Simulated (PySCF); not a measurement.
Species: SiH2(NHMe)2, C2H10N2Si.
Structure used (PBE0-D3(BJ)/def2-SVP), in Å, numbered top down from 1:
```
atom  x, y, z in Å
Si1    1.0619   -0.2588   -0.1062
H2     1.5445    0.0234    1.2886
H3     2.2713   -0.4862   -0.9663
N4     0.0637    1.1046   -0.4604
C5     0.1095    2.3968    0.1745
H6    -0.4601    1.0845   -1.3289
H7    -0.9019    2.7970    0.3655
H8     0.6092    2.3111    1.1521
H9     0.6636    3.1606   -0.4042
N10    0.1308   -1.6880   -0.3554
C11   -1.1535   -1.9624    0.2388
H12    0.5961   -2.4933   -0.7568
H13   -1.1017   -2.5967    1.1451
H14   -1.6277   -1.0125    0.5299
H15   -1.8384   -2.4566   -0.4724
```

Method used: TDDFT CAM-B3LYP/def2-SVPD, vertical, gas phase, core orbitals frozen in the response in PySCF 2.14.0, density-fitted response routines.

Ground-to-excited transition dipoles (e·a0, same axes as the geometry; the sign carries no meaning), for the states with f of 0.002 or more among the lowest 7:

| state | E (hartree) | μx | μy | μz |
| --- | --- | --- | --- | --- |
| S1 | 0.2238 | -0.108 | 0.100 | -0.061 |
| S2 | 0.2257 | -0.117 | 0.012 | -0.007 |
| S3 | 0.2483 | -0.154 | 0.252 | -0.063 |
| S4 | 0.2532 | -0.248 | -0.375 | -0.077 |
| S5 | 0.2675 | -0.350 | 0.195 | 0.348 |
| S6 | 0.2718 | 0.108 | 0.126 | -0.194 |
| S7 | 0.2760 | -0.105 | -0.266 | 0.046 |

Problem. Work out the oscillator strengths.

Solution. f = (2/3) ΔE |μ|² with ΔE in hartree (27.2114 eV).

```tsv
state	|μ|² (au)	|μ| (D)	f
S1	0.025	0.40	0.004
S2	0.014	0.30	0.002
S3	0.091	0.77	0.015
S4	0.208	1.16	0.035
S5	0.281	1.35	0.050
S6	0.065	0.65	0.012
S7	0.084	0.73	0.015
```

Problem. What angle do the transition dipoles of S4 and S6 make?

Solution. |cos θ| = |μa·μb| / (|μa| |μb|) = 0.51, so θ ≈ 60° (taken between 0 and 90°, since the signs are arbitrary).

Problem. How is the summed strength of these states shared among x, y and z?

Solution. (2/3) Σ ΔE μα² gives 0.044 for x, 0.058 for y and 0.031 for z, 0.133 in all.

Problem. What peak molar absorption coefficient would the strongest computed level give as a lone Gaussian band 0.5 eV wide at half height?

Solution. ε(max) = 2.175×10⁸ f / FWHM, with the width in cm⁻¹. S5: 2.175×10⁸ × 0.0501 / 4033 ≈ 2700 L mol⁻¹ cm⁻¹.

One conformer stands for the species.

Without π bonds the low states may be Rydberg-like; a valence basis with one diffuse set may place them up to an eV too high.
